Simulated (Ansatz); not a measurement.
Cartesian coordinates (Å):
SMILES: [CH]1CCCO1
```xyz
12

C     -0.6772    -1.0772    -0.6358
C     -1.0584     0.2874    -0.1883
C      0.3213     0.9177     0.0129
C      1.1526    -0.2785     0.4505
O      0.5636    -1.4159    -0.1822
H     -1.3415    -1.9145    -0.8028
H     -1.6185     0.2751     0.7608
H     -1.6726     0.8219    -0.9163
H      0.6947     1.3113    -0.9352
H      0.3301     1.7223     0.7490
H      2.2006    -0.2239     0.1515
H      1.1053    -0.4258     1.5359
```
Charge 0, spin multiplicity 2.

All values below come from frozen-core CCSD(T)/cc-pVTZ // PBE0-D4/def2-TZVP run with Ansatz (a quantum-chemistry and plane-wave program).

```yaml
HF energy: -230.43650 Ha
MP2 correlation energy: -0.88438 Ha
```

Question: Estimate the CCSD correlation energy, the (T) correction, the total energy and the T1 diagnostic.

Answer: 
```
Item                            Result
-----------------------  -------------
CCSD correlation energy    -0.92491 Ha
(T) correction             -0.03798 Ha
CCSD(T) total energy     -231.39939 Ha
T1 diagnostic                    0.014
```
